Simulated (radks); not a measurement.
Q: Calculated with a radial shooting solver on a logarithmic mesh with Libxc functionals: scalar-relativistic Kohn-Sham, LDA (Slater exchange, Perdew-Wang correlation), spin-unpolarised, spherical densities, finite nucleus; Fermi nuclear charge, rms radius of each element as measured or else 0.836 A^(1/3) + 0.57 fm. Response by self-consistent Sternheimer equations with the Hartree and adiabatic LDA kernel, the relativistic mass of each level held fixed and spin-orbit coupling left out. Estimate the static dipole polarisabilities of C2+ ([He] 2s2) and O4+ ([He] 2s2) and the C6 coefficients of the three pairs.

A: alpha = 4.249 and 1.191 bohr^3; C6 = 6.503 (C2+-C2+), 2.236 (C2+-O4+), 0.8060 (O4+-O4+) hartree bohr^6.
